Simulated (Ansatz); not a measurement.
`IB1C[SiH2]1`. Total charge 0; spin multiplicity 1. I takes the def2 core potential.

Cartesian coordinates in Å:
```
I 0.9852 0.1709 -2.9140
B 0.1092 0.3117 -1.0182
C -0.6724 -0.6432 -0.1538
Si 0.4829 0.6016 0.8419
H -1.5912 -0.2717 0.3110
H -0.7081 -1.7196 -0.3039
H -0.3813 1.3446 1.7852
H 1.7756 0.2057 1.4518
```

List the harmonic frequencies (cm⁻¹, unscaled) at PBE0-D4/def2-TZVP in Ansatz. (Estimate.)

Computed: 116, 218, 342, 389, 484, 546, 607, 693, 721, 864, 913, 941, 1179, 1386, 2235, 2263, 3088, 3171.

Is this a minimum?

Yes, all 18 modes are real.

Give the ideal-gas thermochemistry at 298.15 K and 1 bar (rigid rotor, harmonic oscillator; point group C1, symmetry number 1).

Zero-point energy 120.6 kJ/mol; H(298) − E = 138.1 kJ/mol; entropy 331.2 J/(mol·K), of which translation 173.7, rotation 115.1, vibration 42.3; G(298) − E = 39.4 kJ/mol.

And at 400, 500, 600, 800 and 1000 K?


| T (K) | H − E (kJ/mol) | S (J/mol/K) | G − E (kJ/mol) |
| --- | --- | --- | --- |
| 400 | 148.2 | 360.2 | 4.2 |
| 500 | 159.6 | 385.5 | -33.2 |
| 600 | 171.9 | 407.9 | -72.8 |
| 800 | 198.9 | 446.7 | -158.4 |
| 1000 | 228.1 | 479.2 | -251.1 |

Rotational constants (cm⁻¹)?

0.3962, 0.03772, 0.03512.
